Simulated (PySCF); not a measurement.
**Two-dimensional NMR puzzle**

Compound of formula C6H6FN. Correlations simulated from computed shifts and the bond graph:

HSQC (one-bond C–H):
```
  δH     δC
7.16  121.4
7.14  130.7
6.86  120.6
6.84  123.2
```

COSY cross peaks (H two or three bonds apart, from the bond graph; peaks can be absent where the dihedral angle is near 90°):
```
  δH    δH
7.16  6.84
7.14  6.86
7.14  6.84
```

HMBC (two and three bonds, from the bond graph):
```
  δH                          δC
7.16  160.3, 142.5, 130.7, 123.2
7.14  142.5, 123.2, 121.4, 120.6
6.86  160.3, 142.5, 130.7, 123.2
6.84  160.3, 130.7, 121.4, 120.6
```

Carbons without hydrogens: δ 160.3, 142.5.

All values are calculated (PySCF): structure optimised with PBE0-D3(BJ)/def2-TZVP, shielding tensors at B97-2/pcSseg-2 (GIAO). Fast rotation and ring inversion assumed for equivalent nuclei, in vacuum, single conformer, non-relativistic Hamiltonian.

Chemical shifts δ = σref − σ; 1H (σref 31.64) and 13C (σref 185.38) vs TMS, all at this level.

Exchangeable hydrogens are left out of these lists.

Assemble the structure.

Results:

2-amino-1-fluorobenzene (Nc1ccccc1F).

Atoms are numbered as in `[NH2:1][c:2]1[cH:3][cH:4][cH:5][cH:6][c:7]1[F:8]`; H(Xn) means a hydrogen on atom n.

δC 160.3 is C7, an aromatic carbon bearing fluorine. δC 142.5 is C2, an aromatic carbon bearing nitrogen. δC 130.7 is C4, an aromatic CH (δH 7.14). δC 123.2 is C5, an aromatic CH (δH 6.84). δC 121.4 is C6, an aromatic CH (δH 7.16). δC 120.6 is C3, an aromatic CH (δH 6.86). HMBC from δH 7.16 reaches the proton-free carbons C7, C2. HMBC from δH 7.14 reaches the proton-free carbon C2. HMBC from δH 6.86 reaches the proton-free carbons C7, C2. HMBC from δH 6.84 reaches the proton-free carbon C7. COSY links 7.16–6.84, 7.14–6.86, 7.14–6.84.

This is the structure that produced the data.

Exchangeable OH/NH protons stand at their gas-phase positions; hydrogen bonding in a real sample shifts them, mostly to higher δ. Shifts are as computed. Against solution values, carbons near 30 ppm lie about +3 ppm off and those near 130 ppm about +7 ppm. Of 1211 compounds with measured shifts, 218 miss one by over three times the rms of a fit or turn the order of signals round; such compounds aren't used in these exercises.
